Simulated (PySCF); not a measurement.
Polarisability and C₆ of Hg⁺ (mercury, charge +1)

[Xe] 4f14 5d10 6s1, 2S determinant. All numbers are calculated (PySCF 2.14, scalar relativity by spin-free X2C-1e, in x2c-TZVPPall with one added diffuse shell each of s, p, d, f type (12s8p8d4f1g, 113 functions)). Coupled (time-dependent) response in atomic units; α is the mean over directions.

```tsv
method	mean α (bohr³)	C₆ (like pair)	S(−4)
UHF	24.23	173.9	318.5
PBE	19.23	146.3	139.4
```

S(−4) is the Cauchy moment in α(ω) = α(0) + S(−4) ω² + …

α(iu) at PBE:

| u (hartree) | α(iu) (bohr³) |
| --- | --- |
| 0 | 19.23 |
| 0.0500 | 18.89 |
| 0.100 | 17.98 |
| 0.200 | 15.39 |
| 0.300 | 12.90 |
| 0.500 | 9.385 |
| 0.750 | 6.842 |
| 1.00 | 5.289 |
| 1.50 | 3.489 |
| 2.00 | 2.490 |
| 3.00 | 1.451 |
| 5.00 | 0.6648 |

A single London oscillator, α(iu) = α/(1 + u²/ω²), gives C₆ = (3/4) ω α². Matching the computed C₆ needs ω = 4 × 146.3 / (3 × 19.23²) = 0.528 hartree.

For an ion, C₆ is the dispersion term alone; charge-induced terms of lower order in 1/R come first.

Spin-orbit coupling, which splits the p, d and f shells strongly at this Z, is absent.
